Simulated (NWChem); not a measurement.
C$_{3}$H$_{10}$Si; SMILES C[SiH](C)C

No frequency run checked for a minimum.

### Question
Give the equilibrium geometry at PBE0/def2-SVP (NWChem) as a list of bonds and angles, with the point group.

### Answer
point group C3v; any orientation.
Bond lengths (Å): Si1–C2 1.884, Si1–C3 1.884, Si1–C4 1.884, Si1–H5 1.502, C2–H6 1.102, C2–H7 1.101, C2–H8 1.101, C3–H9 1.101, C3–H10 1.102, C3–H11 1.101, C4–H12 1.102, C4–H13 1.101, C4–H14 1.101. Angles (°): C2–Si1–C3 110.3, C2–Si1–C4 110.3, C2–Si1–H5 108.6, C3–Si1–C4 110.3, C3–Si1–H5 108.6, C4–Si1–H5 108.6, Si1–C2–H6 111.0, Si1–C2–H7 111.2, Si1–C2–H8 111.2, H6–C2–H7 107.8, H6–C2–H8 107.8, H7–C2–H8 107.8, Si1–C3–H9 111.2, Si1–C3–H10 111.0, Si1–C3–H11 111.2, H9–C3–H10 107.8, H9–C3–H11 107.8, H10–C3–H11 107.8, Si1–C4–H12 111.0, Si1–C4–H13 111.2, Si1–C4–H14 111.2, H12–C4–H13 107.8, H12–C4–H14 107.8, H13–C4–H14 107.8.
